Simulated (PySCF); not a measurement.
Gas-phase reaction: SnH2 + HF → SnH3F, at 1400 K and a standard pressure of 1 bar. Level: ωB97X-V/def2-TZVP†.

Computed with PySCF and rigid-rotor harmonic-oscillator thermochemistry at 1 bar. † marks an energy on the PBE0/def2-TZVP geometry and frequencies. All species are closed-shell singlets. Sn: scalar-relativistic def2 core potential, no spin-orbit coupling. SnH2, SnH3F: computed as isolated molecules; such fragments, hydroxides, amides, oligomers or adducts are transient or little studied in the gas. The harmonic model lacks anharmonicity and excited electronic states, which grow with temperature; levels with a mode under 35 cm⁻¹ are left out.

| species | E (Ha) | H(1400 K) − E (kJ/mol) | S°(1400 K) (J/mol/K) |
|---|---|---|---|
| SnH2 | -215.43465 | 88.0 | 299.3 |
| HF | -100.45195 | 66.3 | 219.3 |
| SnH3F | -315.94424 | 165.0 | 389.7 |
E: electronic energy; H − E holds the zero-point and thermal terms. 1 Ha = 2625.5 kJ/mol.

### Question
Work out ΔH°, ΔS°, ΔG° and log10 K from these numbers.

### Answer
1. ΔE = 1×(-315.94424) − 1×(-215.43465) − 1×(-100.45195) = -0.05764 Ha = -151.3 kJ.
2. Δ(H − E) = 1×(165.0) − 1×(88.0) − 1×(66.3) = 10.7 kJ, so ΔH° = -140.6 kJ.
3. ΔS° = 1×(389.7) − 1×(299.3) − 1×(219.3) = -128.9 J/K; the number of gas molecules changes by -1.
4. ΔG° = ΔH° − TΔS° = -140.6 − 1400×(-128.9)/1000 = 39.9 kJ.
5. log10 K = −ΔG°/(RT ln 10) = -1.49, with RT ln 10 = 26.80 kJ/mol; at standard pressures the reactants are favoured.
6. A shift of 10 kJ in ΔE would move log10 K by 0.37 here.
7. Lowering the total pressure from 1 bar to 0.01 bar multiplies the mole-fraction quotient K_x = K (p/p°)^(−Δn) by 10^-2, which pushes the balance towards the reactants.
For scale, ΔH°(298 K) is -150 kJ at this level, -137 kJ at ωB97M-V/def2-TZVP†, and runs from -154 to -42 kJ over the 18 levels computed.
